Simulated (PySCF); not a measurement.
Species: C₆H₁₀S (charge +1 and doublet state).
Geometry (GFN2-xTB, Å), atoms numbered from 1 in this order:
```xyz
17
C6H10S angstrom
C     -1.2070   -1.3323    0.9516
C     -1.0929   -0.1127    0.3856
C     -2.2964    0.7226    0.1481
C      0.2127    0.4926   -0.0308
C      1.4288   -0.3931    0.0755
C      2.7878    0.2026    0.0759
S      2.2809   -0.4253    1.6802
H     -2.1749   -1.7187    1.2228
H     -0.3668   -1.9654    1.1754
H     -2.9614    0.7064    1.0108
H     -2.8739    0.3012   -0.6790
H     -2.0475    1.7495   -0.1028
H      0.1238    0.8045   -1.0797
H      0.3627    1.4118    0.5477
H      1.3174   -1.3723   -0.3795
H      3.6031   -0.3385   -0.3879
H      2.8966    1.2793    0.0256
```

The hyperfine couplings belong to this conformer and change with its torsions.

As a line formula: `C=C(C)C[C@H]1C[S+]1` [radical] (charge +1).

Level of theory: UKS B3LYP, pcH-1 on C H S, non-relativistic, mean-field spin-orbit, GIAO in PySCF 2.14.0. Geometry: GFN2-xTB, one conformer, isolated ion. GFN2-xTB frequencies show an imaginary mode (30i cm⁻¹), so this geometry is no minimum at that level. Couplings are sensitive to structure, and on GFN2-xTB geometries they can be far from those on DFT ones, by a factor of two or more for some ions and for spin on atoms past the first row. Stability of the SCF solution: not tested.

Principal values of hyperfine tensors in MHz (contact, dipolar and spin–orbit terms together), for some of the nuclei:

```csv
atom,isotope,A1,A2,A3
H13,1H,63.62,64.67,70.82
H11,1H,45.54,47.34,51.39
H16,1H,27.89,28.35,35.69
H14,1H,22.59,24.85,30.27
H15,1H,21.87,23.65,27.87
H10,1H,15.63,17.37,21.28
H8,1H,-27.61,-19.20,-4.23
H9,1H,-25.98,-18.58,-4.96
```

(1) Give the isotropic coupling of each nucleus in MHz and in mT (g = 2.0139), and the anisotropic part.

(2) What spin density at the nucleus of H16 lies behind its contact coupling (g_N = 5.58569)?

(3) H17 (1H, g_N = 5.58569) isn't in the table. Its spin density at the nucleus is 0.006555 bohr⁻³. What is its contact coupling?

(4) Name the largest traceless tensor T of the table and describe it.

(5) In a single crystal, with the field along each principal axis of the tensor of H16 in turn, what first-order splitting does this nucleus give (isotropic g, quadrupole terms neglected)?

## Answers

(1) a_iso = (A1 + A2 + A3)/3, Ti = Ai − a_iso; 1 mT corresponds to 28.186 MHz.

```
atom  a_iso (MHz)  a_iso (mT)      T1     T2     T3
 H13        66.37       2.355   -2.75  -1.70   4.45
 H11        48.09       1.706   -2.55  -0.75   3.30
 H16        30.65       1.087   -2.75  -2.29   5.05
 H14        25.90       0.919   -3.32  -1.05   4.37
 H15        24.46       0.868   -2.59  -0.81   3.41
 H10        18.09       0.642   -2.46  -0.72   3.18
  H8       -17.01      -0.603  -10.60  -2.19  12.78
  H9       -16.50      -0.586   -9.48  -2.07  11.55
```

(2) a_FC = (2μ0/3) gₑ μB g_N μN ρ(0)/(2S·h) = 800.24 MHz × g_N × ρ(0)/(2S), with ρ in bohr⁻³. With a_FC = 30.63 MHz and 2S = 1, ρ(0) = 0.006852 bohr⁻³. In magnitude that is 2.2 % of the 1/π = 0.318 of a free hydrogen atom.

(3) By the same relation, a_FC = 29.3 MHz. Its full tensor has the principal values 26.48, 27.55, 33.89 MHz.

(4) H8: -10.6, -2.2, 12.8 MHz, rhombic: the two smaller values differ by 66 % of the largest.

(5) 2 lines (I = 1/2), spaced by |A_i|/(g × 13.996): 0.99, 1.01, 1.27 mT along the axes of A1, A2 and A3.
